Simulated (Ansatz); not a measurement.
Wavefunction ladder for Br3HOSi, SMILES `O[Si](Br)(Br)Br`

```xyz
6

O    -0.096   -1.229    0.613
Si   -0.114    0.179   -0.188
Br   -0.279    1.877    1.204
Br    1.730    0.439   -1.365
Br   -1.853    0.111   -1.510
H     0.612   -1.376    1.246
```

Total charge 0; spin multiplicity 1. Correlated methods include outer-core shells of Br, which these sets cover unevenly. Scalar relativity is left out up to krypton. All single points use the PBE0-D4/def2-TZVP geometry. It is one conformer, not always the lowest. Frozen core, restricted reference, Ansatz 0.2.0.

```json
{"basis": "def2-SVP", "HF (Eh)": "-8080.72293", "MP2 corr.": "-0.96473", "CCSD corr.": "-0.97259", "(T)": "-0.02247", "CCSD(T) total": "-8081.71799"}
{"basis": "def2-TZVPP", "HF (Eh)": "-8081.88136", "MP2 corr.": "-1.17547", "CCSD corr.": "-1.18849", "(T)": "-0.04369", "CCSD(T) total": "-8083.11354"}
{"basis": "def2-QZVPP", "HF (Eh)": "-8082.04213", "MP2 corr.": "-2.16117", "CCSD corr.": "–", "(T)": "–", "CCSD(T) total": "–"}
```
